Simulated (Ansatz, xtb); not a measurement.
# Isomers of C7H7ClO in order of energy

4 gas-phase structures of C7H7ClO, from a drawn sample of its isomers (lower ones may exist). Each was relaxed with GFN2-xTB; where two conformers were screened, the lower at r2SCAN-D4/def2-SVP is listed:

A. `Cc1cc(Cl)ccc1O`, a singlet
B. `C=C(CCl)c1ccco1`, a singlet
C. `CC1=C(C=O)CC(Cl)=C1`, a singlet
D. `Cc1cc(O)cc(Cl)c1`, a singlet

Q: Estimate their order in r2SCAN-D4/def2-SVP energy at these geometries, lowest first.

A: Calculated order at r2SCAN-D4/def2-SVP: A (0.0), D (0.3), C (23.9), B (31.6) kcal/mol. Less than 1 kcal/mol parts A and D, so the order within that pair means little.

Energies above the lowest of each column, in kcal/mol; the last columns are at B3LYP-D3(BJ)/def2-SVP geometries and were run for some of them only (a dash: not run or not comparable):

```json
{"structure": "A", "GFN2-xTB": "0.8", "HF/STO-3G": "0.0", "r2SCAN-D4/def2-SVP": "0.0", "B3LYP-D3(BJ)/def2-SVP": "0.0", "CCSD(T)/def2-SVP + ΔMP2/def2-TZVPP": "0.0"}
{"structure": "D", "GFN2-xTB": "0.0", "HF/STO-3G": "0.3", "r2SCAN-D4/def2-SVP": "0.3", "B3LYP-D3(BJ)/def2-SVP": "0.3", "CCSD(T)/def2-SVP + ΔMP2/def2-TZVPP": "0.1"}
{"structure": "C", "GFN2-xTB": "25.7", "HF/STO-3G": "31.3", "r2SCAN-D4/def2-SVP": "23.9", "B3LYP-D3(BJ)/def2-SVP": "23.9", "CCSD(T)/def2-SVP + ΔMP2/def2-TZVPP": "23.0"}
{"structure": "B", "GFN2-xTB": "24.8", "HF/STO-3G": "25.4", "r2SCAN-D4/def2-SVP": "31.6", "B3LYP-D3(BJ)/def2-SVP": "–", "CCSD(T)/def2-SVP + ΔMP2/def2-TZVPP": "–"}
```

CCSD(T)/def2-SVP + ΔMP2/def2-TZVPP has A and D within 1 kcal/mol of each other at the bottom, and every level picks one of them. Flexible structures stand in one conformer each, not always the lowest. Frequencies (GFN2-xTB) were run for A, C, D alone. ΔMP2 is the change of the MP2 energy from the smaller to the larger basis.

Over these structures GFN2-xTB departs from r2SCAN-D4/def2-SVP by 2.9 kcal/mol on average once a common shift is removed. A GFN2-xTB relaxation took about 0.06 s and the r2SCAN-D4/def2-SVP energy about 2.3 s on a shared host (Ansatz 0.2.0, xtb 6.7.1).
